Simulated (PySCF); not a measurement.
Species: BrH8NSi3.
Bonds: Si1–N2, N2–Si3, N2–Si4, Si4–Br5. Hydrogens: H6, H7, H8 on Si1; H9, H10, H11 on Si3; H12, H13 on Si4.

The calculation used PySCF, PBE0-D3(BJ)/def2-SVP geometry optimisation, gas phase.

Q: What internal coordinates does the optimisation give?

A: 
```
                   bond  length (pm)   order
         Si1–N2, N2–Si3        176.4  single
                 N2–Si4        173.5  single
                Si4–Br5        223.6  single
Si1–H6 and 5 like bonds        149.3  single
       Si4–H12, Si4–H13        148.7  single
```

Bonds in one row agree within 1 pm and their mean is given. Orders are formal, as drawn. A selection of angles:
```
      angle  degrees
  N2–Si1–H6    109.8
  N2–Si1–H7    111.1
  N2–Si1–H8    107.9
  H6–Si1–H7    108.5
 Si1–N2–Si3    118.7
 Si1–N2–Si4    119.8
 N2–Si4–Br5    110.9
 N2–Si4–H12    110.5
Br5–Si4–H12    106.9
H12–Si4–H13    112.3
```

Dihedral angles: Si1–N2–Si4–Br5 79° (synclinal). The mirror-image conformer, all signs reversed, is as good.

N2 (nitrogen bridging silicon atoms) is almost planar (angles 120.1°, 119.8° and 118.7°, sum 358.6°, 0.12 Å off the plane of its three neighbours). The N–Si distances run from 1.735 Å (N2–Si4, drawn single) to 1.764 Å (N2–Si3, drawn single), a spread of 0.029 Å. Si4 (SiH2 silicon) is tetrahedral (angles from 106.8° to 112.3°). Si1 (SiH3 silicon) is tetrahedral (angles from 107.9° to 111.1°).

Not checked by PBE0-D3(BJ)/def2-SVP frequencies. One conformer, not necessarily the lowest.
